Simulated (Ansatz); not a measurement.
A structure relaxed at PBE-D4/def2-SVP in Ansatz, charge 0, singlet:

```xyz
22

In    2.258   -2.064   -0.358
As    0.979   -1.353    2.032
In    1.357    2.253   -1.604
As    0.809   -0.367   -1.859
As    0.172    2.457    0.927
In   -0.993    0.451    2.277
In   -1.757   -1.035   -2.310
As   -2.574   -0.457    0.308
H     3.867   -1.456   -0.103
H     1.726   -3.704   -0.580
H     1.981   -0.945    3.111
H     0.448   -2.577    2.776
H     3.037    2.507   -1.237
H     0.289    3.213   -2.584
H     1.411   -0.641   -3.243
H     1.125    3.077    1.948
H    -0.859    3.583    0.983
H    -1.675    0.761    3.843
H    -1.950   -2.761   -2.377
H    -2.572    0.199   -3.225
H    -3.309   -1.635    0.945
H    -3.770    0.495    0.331
```

**Question.** Give its formula and point group.

**Answer.** In4As4H14, a cluster cut from wurtzite InAs (hydrogen-capped). Point group C3v (tolerance 0.1 Å).

**Question.** Summarise the bond lengths by kind (pairs closer than 1.2 times the sum of covalent radii, bridged metal pairs left out).

**Answer.** 9 × As–In 2.68 to 2.80 Å; 7 × H–In 1.74 Å; 7 × As–H 1.53 Å.

In the def2 sets In takes a core potential; there is no spin–orbit coupling.
